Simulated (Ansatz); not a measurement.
Calculated with Ansatz (gas phase, PBE0-D4/def2-TZVP geometries, no zero-point term in ΔE). CCSD(T)/CBS is the MP2 limit (def2-TZVPP, def2-QZVPP) plus CCSD(T) − MP2 in def2-TZVPP, frozen cores. This one scheme is used for every species. Functionals use def2-TZVPP. HSE06 is defined as in plane-wave codes. One conformer a species, not always the lowest.

`[SiH3][SiH2]N[SiH2][SiH3]` + HCl → `[SiH3][SiH2]N[SiH2]Cl` + SiH₄  (cleavage of the Si–Si bond)

```
         level  ΔE (kJ/mol)
       ωB97X-V       -116.2
         HSE06       -107.6
       LC-ωPBE       -111.3
   HF/def2-SVP       -130.7
  MP2/def2-SVP       -120.9
 CCSD/def2-SVP       -114.5
MP2/def2-QZVPP       -125.9
  HF/CBS(def2)       -134.0
```

**Question.** What does CCSD(T)/CBS give? (An estimate is asked.)

**Answer.** Computed: -116.3 kJ/mol. The listed levels differ from it by 0.1, 8.7, 5.0, -14.4, -4.6, 1.8, -9.6, -17.7 kJ/mol.

Largest T1 diagnostic among the species: 0.013.

From PBE to PBE0 (25 % exact exchange), in def2-TZVPP and without D4, ΔE moves by −5.1 kJ/mol. In def2-TZVPP, CCSD(T) changes the Hartree–Fock value by +19.6 kJ/mol (the triples alone add +1.5 kJ/mol) and MP2 by +9.1 kJ/mol. At CCSD(T), def2-SVP lies +3.3 kJ/mol from the extrapolated value and def2-TZVPP +2.4 kJ/mol.

CCSD(T)/CBS has its own doubt, a few kJ/mol and more with outer-core shells, so smaller differences from it don't rank the levels.
